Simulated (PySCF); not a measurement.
F2Mg, SMILES [F][Mg][F] (connectivity only; charge and spin as stated), charge -1, multiplicity 2. Atoms are numbered in the order given.

```xyz
3

Mg     0.0000     0.0000     0.0000
F      0.0000     0.0000    -1.8162
F      0.0000     0.0000     1.8162
```
Charge -1, spin multiplicity 2.

Coordinates come from a r2SCAN-D4/def2-TZVPD optimisation. The geometry has at least one imaginary mode, so it is a saddle point at that level. The multiplicity is an assumed one; other spin states were not compared. The isomer is the one that the SMILES or the coordinates give; other isomers of the formula were not compared.

Level of theory: PySCF with CAM-B3LYP/def2-TZVPD.

 A positive occupied level means that this level leaves the electron formally unbound; only the finite basis holds it.

The total energy comes out as -399.96787 hartree and the point group is D∞h. The α spin, highest occupied and lowest empty level comes out as 0.27 and 3.72 eV and the β spin, highest occupied and lowest empty level is -6.32 and 3.45 eV. The dipole moment about the centre of nuclear charge comes out as 0.00 D, the mean static polarisability is 231.2 bohr³ (34.26 Å³) and the polarisability, principal values comes out as 132.4, 280.6, 280.6 bohr³. The ⟨S²⟩ is 0.751 (pure state 0.75).
